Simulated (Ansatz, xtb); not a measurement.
# Relative energy of two isomers of C4H14BP

We compare X, `C[B@@H-]([PH3+])C(C)C`, a singlet, with Y, `[BH3-][P@H+](C)C(C)C`, a singlet. Both are isolated molecules in the gas phase, relaxed with PBE0-D3(BJ)/def2-SVP, each in the lowest conformer that the search found.

Estimate which is lower in electronic energy at CCSD(T)/def2-SVP + ΔMP2/def2-TZVPP, and by roughly how much.

The CCSD(T)/def2-SVP + ΔMP2/def2-TZVPP calculation puts structure Y lower, by 8.6 kcal/mol.

The same difference at several levels:

| level | geometry | E(Y) − E(X) (kcal/mol) | departure from the last row (kcal/mol) | job, with rough time for the two |
| --- | --- | --- | --- | --- |
| GFN2-xTB | GFN2-xTB | −18.1 | −9.5 | optimisation, 0.24 s |
| HF/STO-3G | GFN2-xTB | −10.6 | −2.0 | single point, 0.42 s |
| r2SCAN-D4/def2-SVP | GFN2-xTB | −9.2 | −0.7 | single point, 5 s |
| PBE0-D3(BJ)/def2-SVP | PBE0-D3(BJ)/def2-SVP | −8.3 | +0.3 | optimisation, 62 s |
| HF/def2-SVP | PBE0-D3(BJ)/def2-SVP | −6.7 | +1.8 | part of the CCSD(T) run |
| MP2/def2-SVP | PBE0-D3(BJ)/def2-SVP | −5.2 | +3.4 | part of the CCSD(T) run |
| CCSD(T)/def2-SVP | PBE0-D3(BJ)/def2-SVP | −4.4 | +4.2 | single point |
| CCSD(T)/def2-SVP + ΔMP2/def2-TZVPP | PBE0-D3(BJ)/def2-SVP | −8.6 |  | single point, 1.7 min |

As drawn, Y has 2 C–P, 2 B–H in place of 2 C–B, 2 P–H.

The levels shown agree on the order. The largest departure from CCSD(T)/def2-SVP + ΔMP2/def2-TZVPP is that of GFN2-xTB, 9.5 kcal/mol. The last row adds to CCSD(T) the change of the MP2 difference between the two basis sets, here −4.2 kcal/mol, a large step that makes the value less sure.

With thermal terms from frequencies at re-optimised GFN2-xTB minima (ideal gas, soft modes damped towards free rotors, one conformer each, 298.15 K, 1 atm): on the last row, ΔE + ΔZPE = −8.7, ΔH = −8.8, ΔG = −8.6 kcal/mol.

The correlated steps freeze 10 core orbitals. Run with Ansatz 0.2.0, xtb 6.7.1; the last row on 4 threads of Arm Neoverse V1 on a shared host.
